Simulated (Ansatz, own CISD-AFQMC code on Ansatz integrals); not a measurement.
CH7BSi, SMILES `B[SiH2]C` (charge 0, multiplicity 1).

Cartesian coordinates (Å):
```xyz
10

B      1.8368    -0.2099    -0.1221
Si     0.0244     0.6556    -0.1665
C     -1.4241    -0.4730     0.2177
H      2.0298    -1.2950     0.3451
H      2.7929     0.3786    -0.5374
H      0.0942     1.7498     0.8546
H     -0.1877     1.3243    -1.4848
H     -1.2976    -0.9401     1.1972
H     -2.3661     0.0793     0.2219
H     -1.5026    -1.2696    -0.5259
```
Charge 0, spin multiplicity 1.

Frozen-core correlation energies in cc-pVDZ at a geometry from PBE0-D3(BJ)/def2-TZVP, on an HF energy of -355.52725 Ha (<S^2> = 0.00). Wave-function levels are from Ansatz, the walk from an own CISD-AFQMC code on Ansatz integrals (time step 0.005/Ha, trial state from CCSD amplitudes, largest double 0.03).

```tsv
level	correlation energy (mHa)
MP2	-332.9
CCSD	-390.7
CCSD(T)	-400.4
```

**Question.** What correlation energy does phaseless AFQMC give, and where does it lie among these levels?

**Answer.** -402.1 ± 0.3 mHa (one standard error). AFQMC minus each level: MP2 -69.2 mHa, CCSD -11.4 mHa, CCSD(T) -1.7 mHa.
